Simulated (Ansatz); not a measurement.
Basis-set series for H$_{7}$N$_{3}$OSi (`N[Si](N)(N)O`). The species carries charge 0 and has multiplicity 1. All single points use the PBE0-D4/def2-TZVP geometry. It is one conformer, not always the lowest.

| functional | basis | functions | energy (Eh) | HOMO (eV) | LUMO (eV) |
| --- | --- | --- | --- | --- | --- |
| PBE0-D4 | def2-SVP | 109 | -532.66705 | -6.45 | 1.59 |
| PBE0-D4 | def2-QZVPP | 508 | -533.11389 | -6.89 | 0.32 |
| ωB97M-V | def2-SVP | 109 | -532.94123 | -8.85 | 3.17 |
| ωB97M-V | def2-QZVPP | 508 | -533.39590 | -9.29 | 1.47 |

Question: Give the rows for def2-TZVPP. (An estimate is asked.)

Answer: Ansatz gave: 
```tsv
functional	basis	functions	energy (Eh)	HOMO (eV)	LUMO (eV)
PBE0-D4	def2-TZVPP	264	-533.08780	-6.82	0.78
ωB97M-V	def2-TZVPP	264	-533.37139	-9.21	2.15
```

Positive LUMOs are unbound and depend on the basis.
